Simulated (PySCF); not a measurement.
Calculation: PBE-D3(BJ)/def2-TZVP // PBE0-D3(BJ)/def2-SVP (PySCF 2.14.0). Isolated molecules, 0 K electronic values unless said otherwise. One relaxed conformer stands for a flexible species; it need not be the lowest. Excitations are Tamm–Dancoff values on a coarser integration grid. The basis has no diffuse functions, so Rydberg states are missing or too high.

Reference species (SMILES): `Bc1c(cc2cccccc-21)O` (neutral, multiplicity 1).

The S1 oscillator strength comes out as 0.000 and the S1–T1 gap (TDA) is 0.63 eV.

Changed species: `Bc1ccc2cccc(O)cc1-2`.

Problem. What does the change do to the S1 oscillator strength and S1–T1 gap (TDA)?

Solution. the S1 oscillator strength hardly moves; the S1–T1 gap (TDA) drops by 0.14 eV, to 0.49 eV.
